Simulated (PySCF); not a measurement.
# Electron correlation in Ru⁺ (ruthenium, charge +1)

[Kr] 4d6 5s1, high-spin 6D determinant (an excited configuration). Computed with PySCF 2.14 in ANO-RCC-VTZP, with the spin-free X2C one-electron Hamiltonian (Gaussian nucleus). Frozen: [Ar] 3d10; 15 electrons correlated.

| level | correlation energy (mhartree) |
| --- | --- |
| CCSD | -440.33 |
| (T) | -11.36 |
| CCSD(T) | -451.69 |

Diagnostics: T1 = 0.0079, D1 = 0.0335, largest double amplitude 0.025.

Cost of the coupled-cluster step: about 14 core-seconds, for 15 correlated electrons.

Iterations:

```
CC2 = 0
CCSD nocc = (np.int64(10), np.int64(5)), nmo = (54, 54)
frozen orbitals [[0, 1, 2, 3, 4, 5, 6, 7, 8, 9, 10, 11, 12, 13], [0, 1, 2, 3, 4, 5, 6, 7, 8, 9, 10, 11, 12, 13]]
max_cycle = 100
direct = 0
conv_tol = 1e-08
conv_tol_normt = 1e-06
diis_space = 8
diis_start_cycle = 0
Init t2, MP2 energy = -0.43762483575498
Init E_corr(UCCSD) = -0.437624835756245
cycle = 1  E_corr(UCCSD) = -0.433820949349661  dE = 0.00380388641  norm(t1,t2) = 0.0456704
cycle = 2  E_corr(UCCSD) = -0.439731045362882  dE = -0.00591009601  norm(t1,t2) = 0.0102232
cycle = 3  E_corr(UCCSD) = -0.440064170252933  dE = -0.00033312489  norm(t1,t2) = 0.00434946
cycle = 4  E_corr(UCCSD) = -0.440363757220494  dE = -0.000299586968  norm(t1,t2) = 0.00126915
cycle = 5  E_corr(UCCSD) = -0.440333733487285  dE = 3.00237332e-05  norm(t1,t2) = 0.000282609
cycle = 6  E_corr(UCCSD) = -0.440321046600097  dE = 1.26868872e-05  norm(t1,t2) = 8.93605e-05
cycle = 7  E_corr(UCCSD) = -0.440327313606836  dE = -6.26700674e-06  norm(t1,t2) = 2.59949e-05
cycle = 8  E_corr(UCCSD) = -0.440326972412543  dE = 3.41194293e-07  norm(t1,t2) = 4.52457e-06
cycle = 9  E_corr(UCCSD) = -0.440326861866255  dE = 1.10546288e-07  norm(t1,t2) = 1.05474e-06
cycle = 10  E_corr(UCCSD) = -0.440326887569084  dE = -2.57028289e-08  norm(t1,t2) = 2.38485e-07
cycle = 11  E_corr(UCCSD) = -0.440326887353939  dE = 2.15145401e-10  norm(t1,t2) = 5.90105e-08
UCCSD converged
E(UCCSD) = -4528.048124045394  E_corr = -0.4403268873539387
UCCSD(T) correction = -0.011361496206706
```
